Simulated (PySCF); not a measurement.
Job file and geometry (Å, from GFN2-xTB) of an NMR shielding run on `C1([C+](C)CCF)CC1`, [C7H12F]+, GIAO PBE0/pcSseg-1 NMR shielding, non-relativistic, gas phase in PySCF; density fitting, a coarse starting grid and PySCF grid level 2 are the driver's defaults:

```
$ OMP_NUM_THREADS=1 python probes_run.py task.json out

{"job": {"kind": "nmr", "xc": "PBE0", "basis": "pcSseg-1"}, "charge": 1, "multiplicity": 1}
C     -0.779359     1.902718    -0.223356
C     -0.157610     0.630154     0.152955
C     -1.032284    -0.442654     0.665466
C     -1.946900    -0.973984    -0.464850
F     -1.166517    -1.526056    -1.437133
C      1.218866     0.465835    -0.049544
C      2.086871    -0.439840     0.875023
C      1.805783    -0.924089    -0.462874
H     -0.818429     1.968727    -1.316654
H     -1.789268     2.013634     0.161927
H     -0.166735     2.750953     0.085162
H     -1.694785    -0.043461     1.436703
H     -0.474921    -1.286829     1.070252
H     -2.595857    -1.763292    -0.076524
H     -2.539784    -0.183042    -0.930942
H      1.741109     1.321608    -0.460272
H      1.593231    -0.880026     1.728545
H      3.052725    -0.010731     1.098613
H      2.559283    -0.845081    -1.232741
H      1.099431    -1.723866    -0.622794
```

**Question.** What does the program print?

**Answer.** 
```
coarse grid: 16128 points
cycle   1  E = -372.9125609930  dE =  1.261e+00  |g| = 5.355e-01  |ddm| = 3.806e+00
cycle   2  E = -372.8621160453  dE =  5.044e-02  |g| = 7.683e-01  |ddm| = 1.096e+00
cycle   3  E = -372.9675522215  dE = -1.054e-01  |g| = 8.466e-02  |ddm| = 6.381e-01
cycle   4  E = -372.9688284826  dE = -1.276e-03  |g| = 4.282e-02  |ddm| = 1.031e-01
cycle   5  E = -372.9692859537  dE = -4.575e-04  |g| = 1.014e-02  |ddm| = 4.219e-02
cycle   6  E = -372.9693060632  dE = -2.011e-05  |g| = 3.261e-03  |ddm| = 9.306e-03
cycle   7  E = -372.9693082278  dE = -2.165e-06  |g| = 3.990e-04  |ddm| = 2.416e-03
final grid: 154528 points
cycle   8  E = -373.0248506337  dE = -7.650e-05  |g| = 8.994e-03  |ddm| = 4.455e-02
cycle   9  E = -373.0248468878  dE =  3.746e-06  |g| = 1.027e-02  |ddm| = 1.474e-02
cycle  10  E = -373.0248706367  dE = -2.375e-05  |g| = 1.220e-03  |ddm| = 7.781e-03
cycle  11  E = -373.0248708616  dE = -2.249e-07  |g| = 3.137e-04  |ddm| = 1.063e-03
cycle  12  E = -373.0248708779  dE = -1.630e-08  |g| = 6.889e-05  |ddm| = 3.140e-04
cycle  13  E = -373.0248708787  dE = -8.279e-10  |g| = 3.900e-05  |ddm| = 1.041e-04
cycle  14  E = -373.0248708791  dE = -3.707e-10  |g| = 5.220e-06  |ddm| = 3.566e-05
converged SCF energy = -373.0248708791

GIAO shielding tensors (ppm)
atom      isotropic    diamagn.    paramagn.     s11        s22        s33       span
  0 C      143.992     249.711    -105.718    107.528    149.211    175.239     67.711
  1 C     -120.997     264.055    -385.052   -287.914   -229.057    153.979    441.893
  2 C      135.055     253.109    -118.055     99.578    143.890    161.696     62.118
  3 C       98.569     240.656    -142.087     68.715     81.330    145.661     76.947
  4 F      398.479     476.667     -78.188    339.822    383.114    472.500    132.678
  5 C      123.032     256.919    -133.886     41.054    151.884    176.159    135.105
  6 C      132.215     255.181    -122.966    104.522    117.033    175.091     70.569
  7 C      133.562     252.900    -119.337    101.892    120.453    178.342     76.449
  8 H       27.928      28.803      -0.874     25.297     25.734     32.754      7.458
  9 H       28.176      29.666      -1.490     24.291     27.873     32.364      8.072
 10 H       27.547      28.579      -1.033     23.645     26.953     32.041      8.396
 11 H       28.543      30.563      -2.020     25.049     26.518     34.061      9.012
 12 H       28.278      33.111      -4.834     24.178     29.595     31.059      6.881
 13 H       26.137      26.610      -0.474     22.078     25.435     30.897      8.819
 14 H       26.378      28.682      -2.304     22.768     26.547     29.819      7.051
 15 H       27.836      33.836      -6.001     21.531     28.099     33.878     12.347
 16 H       28.253      31.521      -3.268     23.656     27.080     34.024     10.368
 17 H       27.754      29.028      -1.274     23.300     24.512     35.451     12.151
 18 H       27.968      29.214      -1.247     23.769     24.554     35.580     11.811
 19 H       27.468      31.542      -4.074     22.424     26.965     33.014     10.590
```

**Question.** Turn these shieldings into chemical shifts. δ = σ(ref) − σ, references computed at the same level: TMS for ¹³C (186.93 ppm) and ¹H (31.72 ppm); ¹⁹F (170.95 ppm) vs CFCl3.

**Answer.** Averaging equivalent atoms: C 1: 307.9; C 3: 88.4; C 5: 63.9; C 6/7: 54.0; C 2: 51.9; C 0: 42.9; F 4: -227.5; H 13/14: 5.46; H 15: 3.88; H 16/19: 3.86; H 17/18: 3.86; H 8/9/10: 3.83; H 11/12: 3.31 ppm. Unscaled 19F shifts against computed CFCl3 carry errors that often reach 10 to 50 ppm.

Size and cost of the density-fitted run: 196 basis functions, about 90 core-seconds.
